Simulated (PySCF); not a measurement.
SiBr2Cl2, SMILES Br[Si](Cl)(Cl)Br. Geometry optimised at PBE-D3(BJ)/def2-SVP.

Computed equilibrium geometry at PBE-D3(BJ)/def2-SVP (PySCF confirms it by a frequency run) as Cartesian coordinates in Å, and its point group:
point group C2v.
```xyz
5

Cl     0.0000    -1.6743    -1.6055
Si     0.0000     0.0000    -0.4098
Cl     0.0000     1.6743    -1.6055
Br     1.8138     0.0000     0.8618
Br    -1.8138     0.0000     0.8618
```
